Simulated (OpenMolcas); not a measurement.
# What dynamic correlation does to the levels of Ar VII

```json
{
  "Program": "OpenMolcas",
  "Basis": "ANO-L-VTZP [5s4p2d1f]",
  "Scalar Hamiltonian": "non-relativistic, point nucleus",
  "Active space": "2 electrons in 4 orbitals (3s 3p)",
  "State averaging": "2S+1 = 3 even, 3 roots; 2S+1 = 1 even, 7 roots; 2S+1 = 3 odd, 3 roots; 2S+1 = 1 odd, 3 roots",
  "Spin-orbit coupling": "RASSI with atomic mean-field integrals over the reference wave functions, term energies averaged over their components"
}
```

Methods on the same reference wave functions:
A. CASSCF
B. SS-CASPT2, IPEA 0.25 Eh, imaginary shift 0.1 Eh (closed shells correlated: 2s 2p)
C. MS-CASPT2, IPEA 0.25 Eh, imaginary shift 0.1 Eh (closed shells correlated: 2s 2p)

Energies in cm⁻¹ above 3s² ¹S₀, the measured ground level; measured values from Saloman, J. Phys. Chem. Ref. Data 39, 033101 (2010).

| Level | A | B | C | Measured |
| --- | --- | --- | --- | --- |
| 3s² ¹S₀ | 0.0 | 0.0 | 0.0 | 0.0 |
| 3s 3p ³P°₀ | 110265 | 109810 | 109860 | 113101 |
| 3s 3p ³P°₁ | 111006 | 110550 | 110600 | 113906 |
| 3s 3p ³P°₂ | 112531 | 112080 | 112120 | 115590 |
| 3s 3p ¹P°₁ | 184362 | 172560 | 172610 | 170722 |
| 3p² ³P₀ | 266364 | 265180 | 265230 | 269836 |
| 3p² ³P₁ | 267175 | 266010 | 266060 | 270777 |
| 3p² ³P₂ | 268607 | 267240 | 267290 | 272562 |
| 3p² ¹D₂ | 287659 | 271760 | 271800 | 264749 |
| 3p² ¹S₀ | 329516 | 315740 | 315830 | 316717 |

Deviations, from unrounded energies. A percentage is the sum of absolute deviations over the sum of measured energies, with the sign that they share, or ± where signs differ.

```
           Against measurement  Levels     A     B     C
mean absolute deviation (cm-1)       9  7700  3900  3800
      other configurations (%)       9  ±3.6  ±1.8  ±1.8
```

B, C lie about equally close to measurement and A furthest from it. The largest miss of C in the table is 3p² ¹D₂, by +7100 cm-1. The ranking rests on the paired levels alone, and a cruder setting can come out closer through cancelling errors.

Between B and C the level of the table that moves most is 3p² ¹S₀, by 91 cm-1 (lowest in B, highest in C). Moves below CASPT2's spread within the term are not significant.

The mean deviations of B to C differ by less than CASPT2's widest spread within a term (310 cm-1), so their order carries little weight.

The lowest spin-free term lies below A's lowest term by 0.034 hartree in B, 0.034 hartree in C.

CASPT2 breaks the degeneracy within a term, and the mean is taken; among the terms shown or strongly mixed into the levels shown the widest spread is 310 cm-1 (3p² ¹D, C). Over all roots computed the reference weight is 0.94 to 1.00 in B, 0.94 to 1.00 in C; the roots of lowest weight are the least certain, and an intruder state may touch them. The ¹D term of p² mixes with s d, which this space lacks. Some levels mix across a computed gap that differs much from the measured one, so their mixing is not that of the real levels (holds for B; C). Measured partners are found by configuration, term and J. A level has none where our copy of the source lacks it or the pairing is in doubt (some pairs that miss far off the trend of their configuration count as doubtful), and it then counts in no deviation. Levels of configurations outside the active space are missing.

° marks odd parity.
